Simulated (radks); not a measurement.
Q: Rh5+, configuration [Kr] 4d4. Method: Dirac Kohn-Sham, LDA (Slater exchange, Perdew-Wang correlation), spin-unpolarised, spherical densities, point nucleus; open shells fill j = l - 1/2 first; computed with a radial shooting solver on a logarithmic mesh with Libxc functionals.

Spin-orbit splittings of the eigenvalues, e(l+1/2) - e(l-1/2), with zeta = 2 splitting/(2l+1) and mean radii in bohr:

| shell | occ. | splitting (eV) | zeta (eV) | <r> j=l-1/2 | <r> j=l+1/2 |
|---|---|---|---|---|---|
| 2p | 6 | 144.4 | 96.25 | 0.1204 | 0.1252 |
| 3p | 6 | 24.89 | 16.59 | 0.3833 | 0.3941 |
| 3d | 10 | ? | ? | 0.3681 | 0.3716 |
| 4p | 6 | 4.286 | 2.857 | 1.021 | 1.047 |
| 4d | 4 | 0.5908 | 0.2363 | 1.251 | 1.261 |

Estimate the 3d splitting.

A: 4.919 eV (zeta = 1.968 eV).
